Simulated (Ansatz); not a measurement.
Isomers of Ge₅H₁₂ (singlet), relaxed with PBE0-D4/def2-SVP; total energies from Ansatz at RPA@PBE/def2-TZVP.

```json
{"isomer": "A", "description": "Ge(GeH3)4 (Ge5H12)", "energy (Eh)": "-10385.78258"}
{"isomer": "B", "description": "n-GeGeGeGeGeH12 (Ge5H12)", "energy (Eh)": "-10385.77817"}
```

Correlated methods freeze 45 core orbitals; core or outer-core shells of Ge are correlated, in sets that lack core-valence functions.

Question: Work out the relative energies (1 Eh = 2625.5 kJ/mol) and the Boltzmann populations at 1200 K from electronic energies alone (R = 8.314 J/mol/K).

Answer: ΔE: A 0.0, B 11.6 kJ/mol. RT = 9.98 kJ/mol. Factors exp(−ΔE/RT): A 1, B 0.313; sum 1.313. Populations: A 76.2 %, B 23.8 %. Zero-point energy, vibrational entropy and symmetry numbers are left out and can shift these; an error of 4 kJ/mol changes a ratio by a factor of 1.5. Over the other density-functional and correlated levels in def2 sets, the gap between A and B ranges from 9 to 17 kJ/mol.
